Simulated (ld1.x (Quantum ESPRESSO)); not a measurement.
How hard is this erbium (Er) TM potential?

erbium, norm-conserving Troullier–Martins (Kleinman–Bylander form), made with ld1.x (Quantum ESPRESSO) 7.5 (LDA (PZ), fully relativistic). Core [Kr] 4d10 5s2, reference 4f12 5p6 5d0.5 6s1.5 6p0. Waves: 5p (bound): rc 2.15 bohr; 5d (bound): rc 3.40 bohr; 4f (bound): rc 1.35 bohr; 6s (bound): rc 2.60 bohr. Local part: the s channel. Core correction: none.

Open shells are filled in proportion to 2j + 1 (rel_dist='average').

The pseudo-atom Hamiltonian at the reference potential is diagonalised in spherical Bessel functions j_l(qr) that vanish at 20 bohr, with q² up to the cutoff. All-electron valence levels (Ry): 5p1/2 -2.2056, 6p1/2 -0.1004, 5p3/2 -1.8096, 6p3/2 -0.0831, 5d3/2 -0.0784, 5d5/2 -0.0652, 4f5/2 -0.2658, 4f7/2 -0.1860, 6s -0.2878.

**Question.** How do the lowest levels (Ry) of each channel move with the cutoff, and are there ghosts?

**Answer.**

```
cutoff (Ry)  p1/2 #1  p1/2 #2  p3/2 #1  p3/2 #2  d3/2 #1  d3/2 #2  d5/2 #1  f5/2 #1  f5/2 #2  f7/2 #1     s #1     s #2  Σ f·Δε (mRy)
          8  -1.8566  -0.0759  -1.6490  -0.0681  -0.0438   0.0551  -0.0384   0.0900   0.2034   0.0900  -0.2824  -0.0041        5080.5
         18  -2.2039  -0.0787  -1.8070  -0.0696  -0.0770   0.0491  -0.0638   0.0900   0.2034   0.0900  -0.2852  -0.0046        3735.3
         35  -2.2054  -0.0788  -1.8094  -0.0696  -0.0770   0.0491  -0.0638   0.0900   0.2034   0.0900  -0.2857  -0.0047        3721.8
         55  -2.2055  -0.0788  -1.8095  -0.0697  -0.0770   0.0491  -0.0638   0.0900   0.2034   0.0900  -0.2857  -0.0047        3721.4
         90  -2.2055  -0.0788  -1.8095  -0.0697  -0.0770   0.0491  -0.0638   0.0900   0.2034   0.0900  -0.2857  -0.0047        3721.3
        140  -2.2055  -0.0788  -1.8095  -0.0697  -0.0770   0.0491  -0.0638   0.0100   0.0902   0.0672  -0.2857  -0.0047        3153.7
        230  -2.2055  -0.0788  -1.8095  -0.0697  -0.0770   0.0491  -0.0638  -0.2651   0.0900  -0.1854  -0.2857  -0.0047           7.8
        400  -2.2055  -0.0788  -1.8095  -0.0697  -0.0770   0.0491  -0.0638  -0.2657   0.0900  -0.1860  -0.2857  -0.0047           0.0
```

Result: no extra level below or beside the all-electron valence levels (p1/2, p3/2, d3/2, d5/2, f5/2, f7/2, s tested); 10 mRy is reached at 230 Ry and 1 mRy at over 300 Ry.

Its largest configuration-test error is -4078 meV.
